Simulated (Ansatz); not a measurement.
C2H5B, SMILES `B1CC1` (charge 0, multiplicity 1).

Z-matrix (Å, degrees):
```
C
H 1 1.0858
H 1 1.0858 2 112.29
B 1 1.5237 2 120.10 3 149.77
H 4 1.1802 1 149.45 2 -73.72
C 4 1.5237 5 149.45 1 179.98
H 6 1.0858 4 120.10 5 -73.69
H 6 1.0858 7 112.29 1 141.31
```
Charge 0, spin multiplicity 1.

Frozen-core energies in 6-31g from Ansatz (a first-principles code) at a geometry from B3LYP-D3(BJ)/def2-TZVP; the HF reference has <S^2> = 0.00 and the T1 diagnostic is 0.008.

```json
[
 {"level": "HF", "energy (Ha)": "-103.22099", "difference from CCSDT(Q) (mHa)": "266.27"},
 {"level": "MP2", "energy (Ha)": "-103.44662", "difference from CCSDT(Q) (mHa)": "40.63"},
 {"level": "CCSD", "energy (Ha)": "-103.47987", "difference from CCSDT(Q) (mHa)": "7.38"},
 {"level": "CCSD(T)", "energy (Ha)": "-103.48626", "difference from CCSDT(Q) (mHa)": "1.00"},
 {"level": "CCSDT", "energy (Ha)": "-103.48689", "difference from CCSDT(Q) (mHa)": "0.37"},
 {"level": "CCSDT(Q)", "energy (Ha)": "-103.48725", "difference from CCSDT(Q) (mHa)": "0.00"}
]
```
